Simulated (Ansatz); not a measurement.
Reaction (cleavage of the B–Si bond): `BC[SiH2]BO` + `O[SiH2][SiH3]` → `OBO[SiH2][SiH3]` + `BC[SiH3]`

Calculated with Ansatz (gas phase, PBE0-D4/def2-TZVP geometries, no zero-point term in ΔE). CCSD(T)/CBS adds triple-zeta CCSD(T) − MP2 to the extrapolated MP2 energy (def2 sets, frozen cores). DFT in def2-TZVPP. One conformer a species, not always the lowest.

```json
{"level": "B2PLYP", "ΔE (kJ/mol)": "-171.5"}
{"level": "CCSD(T)/def2-TZVPP", "ΔE (kJ/mol)": "-167.9"}
{"level": "HF/def2-QZVPP", "ΔE (kJ/mol)": "-196.8"}
{"level": "MP2/def2-QZVPP", "ΔE (kJ/mol)": "-170.7"}
```

(1) What does CCSD(T)/CBS give? (An estimate is asked.)

Largest T1 diagnostic among the species: 0.014.

Answers

(1) Computed: -165.2 kJ/mol. The listed levels differ from it by -6.3, -2.7, -31.6, -5.5 kJ/mol.

In def2-TZVPP, CCSD(T) changes the Hartree–Fock value by +28.1 kJ/mol (the triples alone add +3.6 kJ/mol) and MP2 by +24.0 kJ/mol. From PBE to PBE0 (25 % exact exchange), in def2-TZVPP and without D4, ΔE moves by −8.8 kJ/mol.
